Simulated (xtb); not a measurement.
xtb job for In(H)(Cl)(Et) (C2H6ClIn), SMILES [InH]([CH2]C)[Cl], GFN2-xTB. 

```
$ xtb mol.xyz --gfn 2 --sp --chrg 0 --uhf 0 --json
$ cat mol.xyz
10

In    -0.17097018    -0.27333508     0.20708121
H     -0.96419960    -1.72036898     0.79813352
Cl     0.57133603     1.14009588     1.87745385
C      0.17756155     0.30419042    -1.94249381
C     -0.22048194    -0.78216390    -2.92574562
H      1.24092913     0.54602952    -2.01134231
H     -0.39112366     1.22271159    -2.10513874
H     -1.27621416    -1.03355979    -2.82337253
H      0.36132269    -1.68948851    -2.76239461
H     -0.04836540    -0.44569437    -3.95014321
```

Output:

```
[banner left out]
          |                Calculation Setup                |
           -------------------------------------------------



           -------------------------------------------------
          |                 G F N 2 - x T B                 |
           -------------------------------------------------

        Reference                      10.1021/acs.jctc.8b01176
      * Hamiltonian:
        H0-scaling (s, p, d)           1.850000    2.230000    2.230000
        zeta-weighting                 0.500000
      * Dispersion:
        s8                             2.700000
        a1                             0.520000
        a2                             5.000000
        s9                             5.000000
      * Repulsion:
        kExp                           1.500000    1.000000
        rExp                           1.000000
      * Coulomb:
        alpha                          2.000000
        third order                    shell-resolved
        anisotropic                    true
        a3                             3.000000
        a5                             4.000000
        cn-shift                       1.200000
        cn-exp                         4.000000
        max-rad                        5.000000


          ...................................................
          :                      SETUP                      :
          :.................................................:
          :  # basis functions                  34          :
          :  # atomic orbitals                  32          :
          :  # shells                           16          :
          :  # electrons                        24          :
          :  max. iterations                   250          :
          :  Hamiltonian                  GFN2-xTB          :
          :  restarted?                      false          :
          :  GBSA solvation                  false          :
          :  PC potential                    false          :
          :  electronic temp.          300.0000000     K    :
          :  accuracy                    1.0000000          :
          :  -> integral cutoff          0.2500000E+02      :
          :  -> integral neglect         0.1000000E-07      :
          :  -> SCF convergence          0.1000000E-05 Eh   :
          :  -> wf. convergence          0.1000000E-03 e    :
          :  Broyden damping             0.4000000          :
          :  net charge                          0          :
          :  unpaired electrons                  0          :
          ...................................................

 iter      E             dE          RMSdq      gap      omega  full diag
   1    -13.0785040 -0.130785E+02  0.161E+01    3.67       0.0  T
   2    -13.1207187 -0.422147E-01  0.106E+01    3.59       1.0  T
   3    -13.1973499 -0.766313E-01  0.821E+00    3.50       1.0  T
   4    -13.2299638 -0.326139E-01  0.212E+00    3.46       1.0  T
   5    -13.2291527  0.811041E-03  0.159E+00    3.48       1.0  T
   6    -13.2317340 -0.258124E-02  0.215E-01    3.51       1.0  T
   7    -13.2317159  0.180644E-04  0.693E-02    3.50       1.0  T
   8    -13.2317368 -0.208897E-04  0.247E-02    3.51       1.3  T
   9    -13.2317385 -0.170892E-05  0.803E-03    3.51       3.9  T
  10    -13.2317386 -0.987099E-07  0.476E-03    3.51       6.6  T
  11    -13.2317386 -0.404468E-07  0.169E-03    3.51      18.8  T
  12    -13.2317387 -0.118396E-07  0.149E-03    3.51      21.3  T
  13    -13.2317387 -0.147673E-08  0.192E-04    3.51     165.1  T
  14    -13.2317387 -0.212845E-09  0.827E-05    3.51     382.4  T

   *** convergence criteria satisfied after 14 iterations ***

         #    Occupation            Energy/Eh            Energy/eV
      -------------------------------------------------------------
         1        2.0000           -1.0350067             -28.1640
       ...           ...                  ...                  ...
         6        2.0000           -0.5010540             -13.6344
         7        2.0000           -0.4818884             -13.1129
         8        2.0000           -0.4574918             -12.4490
         9        2.0000           -0.4241576             -11.5419
        10        2.0000           -0.4194107             -11.4127
        11        2.0000           -0.4193664             -11.4115
        12        2.0000           -0.3968987             -10.8002 (HOMO)
        13                         -0.2679607              -7.2916 (LUMO)
        14                         -0.1740050              -4.7349
        15                         -0.0561255              -1.5273
        16                         -0.0425686              -1.1583
        17                         -0.0151479              -0.4122
       ...                                ...                  ...
        32                          0.9918446              26.9895
      -------------------------------------------------------------
                  HL-Gap            0.1289380 Eh            3.5086 eV
             Fermi-level           -0.3324297 Eh           -9.0459 eV

 SCC (total)                   0 d,  0 h,  0 min,  0.008 sec
 SCC setup                      ...        0 min,  0.000 sec (  1.195%)
 Dispersion                     ...        0 min,  0.000 sec (  0.563%)
 classical contributions        ...        0 min,  0.000 sec (  0.215%)
 integral evaluation            ...        0 min,  0.001 sec ( 15.479%)
 iterations                     ...        0 min,  0.004 sec ( 53.127%)
 molecular gradient             ...        0 min,  0.002 sec ( 28.235%)
 printout                       ...        0 min,  0.000 sec (  1.021%)

         :::::::::::::::::::::::::::::::::::::::::::::::::::::
         ::                     SUMMARY                     ::
         :::::::::::::::::::::::::::::::::::::::::::::::::::::
         :: total energy             -13.125899392174 Eh    ::
         :: gradient norm              0.000083646257 Eh/a0 ::
         :: HOMO-LUMO gap              3.508582734023 eV    ::
         ::.................................................::
         :: SCC energy               -13.231733982719 Eh    ::
         :: -> isotropic ES            0.014852928045 Eh    ::
         :: -> anisotropic ES          0.002042648242 Eh    ::
         :: -> anisotropic XC          0.004200843619 Eh    ::
         :: -> dispersion             -0.005023690394 Eh    ::
         :: repulsion energy           0.105834590544 Eh    ::
         :: add. restraining           0.000000000000 Eh    ::
         :: total charge               0.000000000000 e     ::
         :::::::::::::::::::::::::::::::::::::::::::::::::::::

           -------------------------------------------------
          |                Property Printout                |
           -------------------------------------------------

    * Orbital Energies and Occupations

         #    Occupation            Energy/Eh            Energy/eV
      -------------------------------------------------------------
         1        2.0000           -1.0350067             -28.1640
         2        2.0000           -0.6274557             -17.0739
         3        2.0000           -0.5836328             -15.8815
         4        2.0000           -0.5496163             -14.9558
         5        2.0000           -0.5185312             -14.1100
         6        2.0000           -0.5010540             -13.6344
         7        2.0000           -0.4818884             -13.1129
         8        2.0000           -0.4574918             -12.4490
         9        2.0000           -0.4241576             -11.5419
        10        2.0000           -0.4194107             -11.4127
        11        2.0000           -0.4193664             -11.4115
        12        2.0000           -0.3968987             -10.8002 (HOMO)
        13                         -0.2679607              -7.2916 (LUMO)
        14                         -0.1740050              -4.7349
        15                         -0.0561255              -1.5273
        16                         -0.0425686              -1.1583
        17                         -0.0151479              -0.4122
        18                          0.0000966               0.0026
        19                          0.0466715               1.2700
        20                          0.0472303               1.2852
        21                          0.0496881               1.3521
        22                          0.0503060               1.3689
        23                          0.0520500               1.4164
       ...                                ...                  ...
        32                          0.9918446              26.9895
      -------------------------------------------------------------
                  HL-Gap            0.1289380 Eh            3.5086 eV
             Fermi-level           -0.3324297 Eh           -9.0459 eV

     #   Z          covCN         q      C6AA      α(0)
     1  49 In       2.550     0.191   277.040    31.629
     2   1 H        0.893    -0.067     4.543     3.336
     3  17 Cl       0.787    -0.222   106.028    15.752
     4   6 C        3.663    -0.095    22.614     6.822
     5   6 C        3.778    -0.102    22.466     6.753
     6   1 H        0.925     0.065     2.137     2.286
     7   1 H        0.925     0.063     2.163     2.300
     8   1 H        0.925     0.059     2.212     2.326
     9   1 H        0.925     0.056     2.249     2.345
    10   1 H        0.924     0.052     2.297     2.370

 Mol. C6AA /au·bohr⁶  :       2094.607959
 Mol. C8AA /au·bohr⁸  :     123459.565357
 Mol. α(0) /au        :         75.917787


Wiberg/Mayer (AO) data.
largest (>0.10) Wiberg bond orders for each atom

 ---------------------------------------------------------------------------
     #   Z sym  total        # sym  WBO       # sym  WBO       # sym  WBO
 ---------------------------------------------------------------------------
     1  49 In   2.705 --     3 Cl   1.084     4 C    0.751     2 H    0.678
     2   1 H    0.996 --     1 In   0.678     4 C    0.208
     3  17 Cl   1.319 --     1 In   1.084     4 C    0.129
     4   6 C    3.988 --     5 C    1.026     7 H    0.938     6 H    0.936
                             1 In   0.751     2 H    0.208     3 Cl   0.129
     5   6 C    3.996 --     4 C    1.026     9 H    0.970     8 H    0.970
                            10 H    0.969
     6   1 H    0.996 --     4 C    0.936
     7   1 H    0.996 --     4 C    0.938
     8   1 H    0.995 --     5 C    0.970
     9   1 H    0.996 --     5 C    0.970
    10   1 H    0.991 --     5 C    0.969
 ---------------------------------------------------------------------------

Topologies differ in total number of bonds
Writing topology from bond orders to xtbtopo.mol

molecular dipole:
                 x           y           z       tot (Debye)
 q only:       -0.171      -0.388      -1.394
   full:       -0.166      -0.365      -1.397       3.694
molecular quadrupole (traceless):
                xx          xy          yy          xz          yz          zz
 q only:        0.268      -1.128      -1.199      -0.916      -1.506       0.932
  q+dip:        0.126      -1.023      -1.426      -1.200      -2.186       1.300
   full:        2.900      -3.711      -2.055      -1.139      -2.248      -0.845


           -------------------------------------------------
          | TOTAL ENERGY              -13.125899392174 Eh   |
          | GRADIENT NORM               0.000083646257 Eh/α |
          | HOMO-LUMO GAP               3.508582734023 eV   |
           -------------------------------------------------

------------------------------------------------------------------------
Note: The following floating-point exceptions are signalling: IEEE_UNDERFLOW_FLAG IEEE_DENORMAL
normal termination of xtb
------------------------------------------------------------------------
 total:
 SCF:
```

Self-consistency was reached.

Cost: very roughly 0.03 core-seconds.
